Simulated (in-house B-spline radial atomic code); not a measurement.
# Ionising Mn3+ with different functionals

Computed with a B-spline radial code for spherical atoms: scalar-relativistic (spin-free X2C) Hamiltonian, Fermi nucleus of rms radius 3.7057 fm, spin-polarised at highest spin, spherical fractional occupations for the functionals, the average over the highest-spin determinants for Hartree-Fock. The ionisation energy is the difference of two self-consistent energies, [Ar] 3d4 → [Ar] 3d3, without Breit or QED terms; ε is the level of the shell that loses the electron (its least bound occupied spin orbital).

Hybrids are left out here: with spherical fractional occupations of an open shell their exact exchange keeps a self-interaction that integer-occupation calculations don't have.

| method | rung | ΔSCF (eV) | -ε(3d) (eV) |
| --- | --- | --- | --- |
| Hartree-Fock | Hartree-Fock | 50.97 | 52.94 |
| LDA VWN5 | LDA | 52.57 | 43.05 |
| LDA PW92 | LDA | 52.56 | 43.04 |
| LDA exchange-only | LDA | 51.10 | 41.67 |
| PBE | GGA | 52.37 | 42.85 |
| PBEsol | GGA | ? | ? |
| BLYP | GGA | 52.23 | 42.69 |
| RPBE | GGA | 52.30 | 42.77 |
| PW91 | GGA | 52.47 | 42.95 |
| BP86 | GGA | 52.37 | 42.85 |
| AM05 | GGA | 52.34 | 42.81 |
| OLYP | GGA | 52.66 | 43.06 |
| TPSS | meta-GGA | 52.25 | 42.73 |
| SCAN | meta-GGA | ? | ? |
| r2SCAN | meta-GGA | 52.64 | 43.17 |
| revTPSS | meta-GGA | 52.15 | 42.65 |

(1) What does PBEsol give?

(2) What does SCAN give?

(3) How do they compare with the NIST value?

Results:

(1) ΔSCF 52.34 eV, and -ε(3d) = 42.82 eV.

(2) ΔSCF 52.59 eV, and -ε(3d) = 43.12 eV.

(3) NIST lists 51.2 eV ± 0.12 (semi-empirical, ground level to ground level). Errors run from -0.24 to +1.45 eV. The correlated functionals all miss on the same side by more than they spread, so the cause is common to them (spin-orbit coupling, Breit-QED terms, multiplet and fine-structure energies, or a listed next ion that isn't the cheapest removal here) and closeness doesn't rank the functionals. Hartree-Fock also lacks correlation.
